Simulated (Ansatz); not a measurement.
Consider the alkene loss: `BN(CC)C(C)(C)C` → `BNCC` + `C=C(C)C`.

Program: Ansatz. Geometries: PBE0-D4/def2-TZVP. ΔE: electronic, gas phase. CCSD(T)/CBS is the MP2 limit (def2-TZVPP, def2-QZVPP) plus CCSD(T) − MP2 in def2-TZVPP, frozen cores. This one scheme is used for every species. DFT in def2-TZVPP. B3LYP here is the variant with VWN-RPA as its local correlation; programs differ in this. Each species was taken in one conformer, which may not be the lowest.

`BN(CC)C(C)(C)C`:

Cartesian coordinates in Å:
```
B -1.600 -1.243 0.496
N -0.677 -0.224 0.308
C -1.171 1.156 0.311
C -1.871 1.548 -0.978
C 0.783 -0.391 0.137
C 1.504 0.153 1.373
C 1.263 0.351 -1.111
C 1.151 -1.859 -0.020
H -2.744 -0.926 0.669
H -1.293 -2.395 0.491
H -1.866 1.270 1.146
H -0.345 1.842 0.507
H -2.235 2.577 -0.917
H -2.727 0.894 -1.156
H -1.203 1.472 -1.838
H 1.315 1.217 1.528
H 2.583 0.023 1.266
H 1.179 -0.385 2.266
H 0.773 -0.042 -2.005
H 2.340 0.216 -1.226
H 1.073 1.425 -1.057
H 2.228 -1.934 -0.181
H 0.898 -2.438 0.868
H 0.643 -2.308 -0.875
```

`BNCC`:

Z-matrix (Å, degrees):
```
C
N 1 1.448
C 1 1.517 2 112.7
H 1 1.092 2 107.3 3 -121.6
H 1 1.097 2 109.8 3 122.5
B 2 1.383 1 127.1 3 117.0
H 2 1.009 1 113.6 3 -61.7
H 3 1.094 1 111.1 2 59.7
H 3 1.092 1 110.7 2 -60.3
H 3 1.093 1 110.7 2 179.3
H 6 1.197 2 118.9 1 -179.2
H 6 1.199 2 118.9 1 0.9
```

`C=C(C)C`:

Cartesian coordinates in Å:
```
C -1.382 0.114 -0.681
C -0.193 0.016 -0.095
C 0.565 1.217 0.375
C 0.475 -1.302 0.137
H -1.921 -0.765 -1.017
H -1.855 1.076 -0.842
H 0.763 1.155 1.450
H 0.022 2.142 0.178
H 1.541 1.278 -0.118
H 0.660 -1.461 1.204
H -0.127 -2.133 -0.235
H 1.452 -1.335 -0.357
```

```
             level  ΔE (kJ/mol)  difference from CCSD(T)/CBS
            PBE-D4         59.1                         -8.0
            B2PLYP         37.8                        -29.3
               PBE         36.1                        -31.0
            revPBE          3.9                        -63.2
            r2SCAN         54.6                        -12.5
             B3LYP         11.7                        -55.4
  CCSD(T)/def2-SVP         76.9                          9.8
SCS-MP2/def2-TZVPP         62.8                         -4.3
   CCSD/def2-TZVPP         60.7                         -6.4
     HF/def2-QZVPP          0.5                        -66.6
       CCSD(T)/CBS         67.1                            0
```

Largest T1 diagnostic among the species: 0.012.

From r2SCAN to r2SCAN0 (25 % exact exchange), in def2-TZVPP and without D4, ΔE moves by +6.0 kJ/mol. At CCSD(T), def2-SVP lies +9.8 kJ/mol from the extrapolated value and def2-TZVPP +1.0 kJ/mol.
